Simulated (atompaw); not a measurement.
# Which change was made? (Hf, PAW (atompaw))

* Element: Hf
* Generator: atompaw 4.2.0.5
* Type: PAW
* Functional: PBE
* Relativity: scalar-relativistic
* Frozen core: [Kr] 4d10 4f14 5s2
* Valence charge: 10
* Reference configuration: 5p6 5d2 6s1 6p0 (charge +1)
* Partial waves: 6s (bound): rc 2.35 bohr; 6s channel at 1.15 Ry: rc 2.45 bohr; 5p (bound): rc 2.00 bohr; 6p (bound, empty): rc 2.45 bohr; 5d (bound): rc 2.45 bohr; 5d channel at 2.45 Ry: rc 2.10 bohr
* Local potential: bessel scheme, radius 2.05 bohr
* Core correction: smooth core density matched at 1.50 bohr
* Augmentation charge: sinc compensation charge, radius 2.15 bohr; PAW radius 2.45 bohr; waves and projectors: custom polynom vanderbiltortho

Cutoffs, loose and tight: the cutoffs (Ry, on a coarse ladder) from which the occupation-weighted sum of valence levels, in a spherical-Bessel basis at the reference potential, stays within 10 and 1 mRy of its value at 400 Ry. They see the waves, projectors and local potential, not the compensation charge or the core.

The base gives: outcome: generated; cutoff, loose: 21 Ry; cutoff, tight: 35 Ry; bound ghosts: s.

(1) After one change the result is: outcome: generated; cutoff, loose: 25 Ry; cutoff, tight: 40 Ry; bound ghosts: s. Which change was it?
A. core [Kr] 4d10 4f14, valence charge 12; reference 5s2 5p6 5d2 6s1 6p0; waves now 5s (bound): rc 1.40 bohr; 6s (bound): rc 2.00 bohr; 5p (bound): rc 1.45 bohr; 6p (bound): rc 3.00 bohr; 5d (bound): rc 3.00 bohr; 5d channel at 0.2 Ry: rc 3.00 bohr; local potential bessel scheme, radius 2.35 bohr; core correction smooth core density matched at 2.40 bohr; augmentation sinc compensation charge, radius 3.00 bohr; PAW radius 3.00 bohr; waves and projectors: custom polynom vanderbiltortho
B. local potential bessel scheme, radius 1.10 bohr
C. wave 5p (bound): rc 2.00 bohr becomes 5p (bound): rc 1.78 bohr

Results:

(1) C. The others give: core [Kr] 4d10 4f14, valence charge 12; reference 5s2 5p6 5d2 6s1 6p0; waves now 5s (bound): rc 1.40 bohr; 6s (bound): rc 2.00 bohr; 5p (bound): rc 1.45 bohr; 6p (bound): rc 3.00 bohr; 5d (bound): rc 3.00 bohr; 5d channel at 0.2 Ry: rc 3.00 bohr; local potential bessel scheme, radius 2.35 bohr; core correction smooth core density matched at 2.40 bohr; augmentation sinc compensation charge, radius 3.00 bohr; PAW radius 3.00 bohr; waves and projectors: custom polynom vanderbiltortho → outcome: generated; cutoff, loose: 30 Ry; cutoff, tight: 50 Ry; bound ghosts: none | local potential bessel scheme, radius 1.10 bohr → outcome: generated; cutoff, loose: 21 Ry; cutoff, tight: 35 Ry; bound ghosts: s, d.
